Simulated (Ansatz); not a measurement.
BiB10⁻, relaxed as a singlet with RKS PBE-D4/def2-SVPD in Ansatz, starting from the GFN1-xTB geometry. Force threshold 0.02 eV/Å.

In the def2 sets Bi takes a core potential; there is no spin–orbit coupling. The restricted singlet is unstable towards broken spin symmetry in Hartree–Fock (as tested in another run); at PBE-D4/def2-SVPD this wasn't settled. Another isomer (singlet) lies 0.63 eV lower at PBE0-D4/def2-TZVPD; other spin states weren't run for this one.

Start:

```tsv
atom	x (Å)	y (Å)	z (Å)
Bi1	2.5092	-1.7060	-0.2147
B2	-1.9760	-0.6360	-1.3165
B3	-1.1027	1.8329	0.1698
B4	0.2900	-2.0030	-0.5902
B5	-0.6842	-0.6959	0.0087
B6	1.8768	0.1127	0.9918
B7	0.1938	0.4268	0.8760
B8	0.1880	2.2292	0.8669
B9	1.5969	1.6206	1.1999
B10	-1.0187	-1.8815	-1.3911
B11	-1.8732	0.7002	-0.6005
```

| step | energy (eV) | largest force component (eV/Å) | SCF passes |
| --- | --- | --- | --- |
| 1 | -12585.1229 | 2.662 | 27 |
| 2 | -12585.7039 | 1.470 | 28 |
| 3 | -12586.1144 | 0.253 | 28 |
| 4 | -12586.1982 | 0.255 | 27 |
| 5 | -12586.2146 | 0.281 | 28 |
| 6 | -12586.2185 | 0.046 | 24 |
| 7 | -12586.2186 | 0.020 | 25 |

Force components are those of the run's own axes.

End:

```xyz
11

Bi    2.500   -1.960    0.136
B    -2.105   -0.735   -1.178
B    -1.135    1.769    0.330
B     0.400   -1.966   -0.705
B    -0.577   -0.497   -0.452
B     1.954    0.121    0.835
B     0.316    0.704    0.439
B     0.135    2.278    1.070
B     1.531    1.554    1.307
B    -1.056   -1.926   -1.280
B    -1.962    0.658   -0.501
```

By distances, no bond broke or formed. The bond that changes most is B3–B7, from 2.04 to 1.80 Å (atoms count from 1).

No frequencies were taken in this run, so the end may be a saddle point.

Hardware: 4 threads of Arm Neoverse V1 on a shared host. Wall time 27 s.
